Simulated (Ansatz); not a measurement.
`[OH][K]`. Total charge 0; spin multiplicity 1.

Bond lengths: O1–K2 2.210 Å, O1–H3 0.955 Å. Angles: K2–O1–H3 180.0°.

(1) List the harmonic frequencies (cm⁻¹, unscaled) at PBE0-D4/def2-TZVP in Ansatz. (Best estimate.)

(2) Is this a minimum?

(3) Give the ideal-gas thermochemistry at 298.15 K and 1 bar (rigid rotor, harmonic oscillator; point group C∞v, symmetry number 1).

(4) And at 400, 500, 600, 800 and 1000 K?

(5) Rotational constants (cm⁻¹)?

Results:

(1) Computed: 360, 360, 458, 3946.

(2) Yes, all 4 modes are real.

(3) Zero-point energy 30.6 kJ/mol; H(298) − E = 41.8 kJ/mol; entropy 235.2 J/(mol·K), of which translation 159.1, rotation 63.5, vibration 12.6; G(298) − E = -28.3 kJ/mol.

(4) 
```csv
T (K),H − E (kJ/mol),S (J/mol/K),G − E (kJ/mol)
400,46.8,249.6,-53.0
500,51.9,261.0,-78.5
600,57.1,270.4,-105.1
800,67.7,285.6,-160.8
1000,78.5,297.7,-219.2
```

(5) 0.2731.
